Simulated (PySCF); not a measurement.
# Computed properties of AlClH4N2, SMILES [NH2][Al]([NH2])[Cl]

Al(Cl)(NH2)2 (AlClH₄N₂), SMILES [Al]([NH2])([NH2])[Cl]. Geometry optimised at PBE0-D3(BJ)/def2-SVP. Other conformers were not sampled. All values are computed for the isolated molecule unless a solvent is named; none is compared with measurement here.

**Structure.** The optimised structure has C2v symmetry. All 18 harmonic modes at PBE0-D3(BJ)/def2-SVP (PySCF) are real, so it is a minimum. With heavy atoms numbered as in [Al:1]([Cl:2])([NH2:3])[NH2:6], the shortest bond between them is Al1–N6 at 1.764 Å and the longest Al1–Cl2 at 2.108 Å.

**Vibrations.** The strongest infrared lines (harmonic, unscaled, degenerate partners summed) lie at 382 cm⁻¹ (333 km/mol, H 86 %, N 14 %), 810 cm⁻¹ (216 km/mol, N 42 %, Al 38 %, H 18 %), 918 cm⁻¹ (148 km/mol, Al 49 %, N 41 %, H 10 %). The softest mode is at 170 cm⁻¹ and the zero-point energy is 33.1 kcal/mol.

**Electronic structure.** ωB97X/def2-TZVPD (PySCF) places the frontier levels at -9.83 and 0.96 eV, a gap of 10.79 eV, and gives a dipole moment of 2.51 D and a mean polarisability of 55.5 bohr³.

**Excitations.** TDDFT-B3LYP/def2-SVPD (PySCF) has S1 at 5.28 eV (235 nm, f = 0.000, dark); the most intense of the 10 singlets computed lies at 7.14 eV (f = 0.19). T1 (TDA) is at 5.02 eV. No vertical singlet excitation falls in the visible range (under 3.1 eV).

**NMR.** GIAO shifts at PBE0/pcSseg-1 (PySCF) (non-relativistic, atoms alike by connectivity averaged): ¹H at 0.5 ppm against TMS. Without spin–orbit terms, shifts of atoms bonded to Cl or Br come out too high.
